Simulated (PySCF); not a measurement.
Compound: C₈H₁₁ (doublet state).
Geometry (GFN2-xTB, Å), atoms numbered from 1 in this order:
```xyz
19
C8H11 angstrom
C     -1.273   -0.864    1.411
C     -1.534   -0.720   -0.011
C     -2.691    0.202   -0.399
C     -1.914    1.094   -1.027
C     -0.688    0.367   -0.739
C      0.613    0.540   -0.908
C      1.663   -0.398   -0.406
C      2.605    0.302    0.574
H     -1.025   -1.811    1.850
H     -1.303    0.003    2.044
H     -1.536   -1.679   -0.532
H     -3.738    0.132   -0.172
H     -2.099    2.014   -1.552
H      0.969    1.421   -1.429
H      2.245   -0.775   -1.253
H      1.185   -1.246    0.088
H      3.085    1.155    0.100
H      2.049    0.656    1.439
H      3.376   -0.384    0.914
```

The hyperfine couplings belong to this conformer and change with its torsions.

Identity: `[CH2][C@H]1C=C/C1=C/CC` [radical].

Computed, not measured: UKS B3LYP, pcH-1 on C H, non-relativistic, mean-field spin-orbit, GIAO (PySCF 2.14.0). The structure is a single GFN2-xTB conformer in the gas phase; no vibrational or solvent corrections. A GFN2-xTB geometry isn't a minimum of the functional, and hyperfine couplings can be far from their values at a DFT geometry. Stability of the SCF solution: not tested.

(1) Predict the first-order ENDOR lines of C1, C3, C5, C2, C6, C4, H9/H10, H14, H11 and H12 under fast tumbling at B = 3369.7 mT (W band).

(2) Which pairs are centred on the nuclear Larmor frequency, and which on half the coupling?

(3) At what field would the lower line of C1 fall to zero frequency?

Answers

(1) ν± = |νn ± a/2|, one line for each electron-spin manifold; νn = |g_N| × 7.62259 MHz/T × B.

| nuclei | isotope | g_N | νn (MHz) | a_iso (MHz) | lower line (MHz) | upper line (MHz) |
| --- | --- | --- | --- | --- | --- | --- |
| C1 | 13C | 1.4048 | 36.08 | 83.82 | 5.83 | 77.99 |
| C3 | 13C | 1.4048 | 36.08 | 76.41 | 2.12 | 74.29 |
| C5 | 13C | 1.4048 | 36.08 | 75.38 | 1.61 | 73.77 |
| C2 | 13C | 1.4048 | 36.08 | -35.08 | 18.54 | 53.62 |
| C6 | 13C | 1.4048 | 36.08 | 2.93 | 34.62 | 37.55 |
| C4 | 13C | 1.4048 | 36.08 | -2.45 | 34.86 | 37.31 |
| H9/H10 | 1H | 5.5857 | 143.47 | -61.27 | 112.84 | 174.11 |
| H14 | 1H | 5.5857 | 143.47 | 8.07 | 139.44 | 147.51 |
| H11 | 1H | 5.5857 | 143.47 | 4.00 | 141.47 | 145.47 |
| H12 | 1H | 5.5857 | 143.47 | 2.26 | 142.34 | 144.60 |

The rows for 13C, of low natural abundance, apply to labelled samples.

(2) Centred on νn, since |a| < 2νn: C2, C6, C4, H9/H10, H14, H11 and H12. Centred on |a|/2 and split by 2νn: C1, C3 and C5.

(3) Where νn = |a|/2, that is B = 41.91 MHz/(1.4048 × 7.62259 MHz/T) = 3910 mT, as far as first order holds there.

Couplings of abundant isotopes left out: H16 (1.9 MHz) and H13 (-1.4 MHz).

Nuclei that the bonding pattern makes equivalent are averaged, as if the motion that swaps them (rotation, inversion, ring flip) were fast.
